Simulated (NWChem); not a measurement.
Species: C2H4O3Si; SMILES O[Si]1(O)C=CO1

```xyz
10

O      1.2610     1.3708     0.2331
Si    -0.0296     0.3505     0.0841
O     -1.3327     1.3042    -0.2072
C     -0.2976    -1.1671     1.0810
C     -0.0032    -1.8046    -0.0689
O      0.2926    -0.8931    -1.0843
H      2.1328     0.9552     0.1651
H     -1.1437     2.1504    -0.6383
H     -0.5787    -1.5813     2.0370
H      0.0405    -2.8557    -0.3473
```
Atoms are numbered in this order, from 1.

Computed with NWChem. All runs use the structure optimised with B3LYP/6-31G* (spherical d).

### Question
Estimate the computed values for B3LYP/def2-SVP. Quantities: highest occupied level (eV); orbital gap (eV); dipole (D).

### Answer
```
Property                     Value
---------------------------  -----
highest occupied level (eV)  -6.52
orbital gap (eV)              6.27
dipole (D)                    1.40
```
